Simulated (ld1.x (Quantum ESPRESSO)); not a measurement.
# indium (In), TM: configuration errors across variants

ld1.x (Quantum ESPRESSO) 7.5 input, shortened:

```
&input
   title='In', zed=49., rel=2, dft='PZ', iswitch=3,
   config='[Kr] 4d10 5s2 5p1', rel_dist='average'
 /
 &inputp
   pseudotype=2, tm=.true., lloc=0,
   nlcc=.true.
 /
3
5P  2  1   1.00   0.00  2.80  2.80  0.0
4D  3  2  10.00   0.00  1.85  1.85  0.0
5S  1  0   2.00   0.00  2.20  2.20  0.0
 &test
   configts(1)='4d10 5s2 5p1'
 /
```

Open shells are filled in proportion to 2j + 1 (rel_dist='average').

All-electron excitation energies from the reference (eV): (1) 4d10 5s2 5p0 5.606; (2) 4d10 5s1 5p0 25.267; (3) 4d10 5s0 5p0 54.007; (4) 4d10 5s0 5p3 12.134; (5) 4d9 5s2 5p2 18.181; (6) 4d10 5s2 5p0.5 2.050; (7) 4d10 5s2 5p1.3 -0.585.

Errors AE − PS in meV (a dash: test not solved or not reliable):

| change | (1) | (2) | (3) | (4) | (5) | (6) | (7) | bound ghosts |
| --- | --- | --- | --- | --- | --- | --- | --- | --- |
| base | -0.9 | -9.8 | -50 | -3.1 | -251 | -0.1 | +0.1 | none |
| wave 4d (bound): rc 1.85 bohr becomes 4d (bound): rc 1.36 bohr | -1.0 | -11 | -54 | -3.4 | -285 | -0.1 | 0.0 | none |
| wave 4d (bound): rc 1.85 bohr becomes 4d (bound): rc 1.56 bohr | -1.0 | -11 | -53 | -3.3 | -279 | -0.1 | 0.0 | none |
| wave 4d (bound): rc 1.85 bohr becomes 4d (bound): rc 1.72 bohr | -0.9 | -10 | -52 | -3.2 | -267 | -0.1 | +0.1 | none |
| wave 4d (bound): rc 1.85 bohr becomes 4d (bound): rc 1.86 bohr | -0.9 | -9.8 | -50 | -3.1 | -251 | -0.1 | +0.1 | none |
| wave 4d (bound): rc 1.85 bohr becomes 4d (bound): rc 2.04 bohr | -0.8 | -9.0 | -47 | -3.0 | -215 | -0.1 | +0.1 | none |
| wave 4d (bound): rc 1.85 bohr becomes 4d (bound): rc 2.30 bohr | -0.7 | -8.4 | -47 | -3.7 | -138 | -0.1 | +0.1 | none |
| wave 4d (bound): rc 1.85 bohr becomes 4d (bound): rc 2.42 bohr | -0.7 | -8.6 | -50 | -4.3 | -94 | 0.0 | +0.1 | none |
| wave 4d (bound): rc 1.85 bohr becomes 4d (bound): rc 2.62 bohr | -0.7 | -10 | -60 | -5.9 | -14 | -0.1 | 0.0 | none |
| wave 4d (bound): rc 1.85 bohr becomes 4d (bound): rc 2.76 bohr | -0.7 | -12 | -71 | -7.5 | +50 | -0.1 | 0.0 | none |

(1) Give the same row for: wave 4d (bound): rc 1.85 bohr becomes 4d (bound): rc 1.20 bohr.

Answers

(1) -1.0, -11, -55, –, -286, -0.1, +0.1; bound ghosts: none.
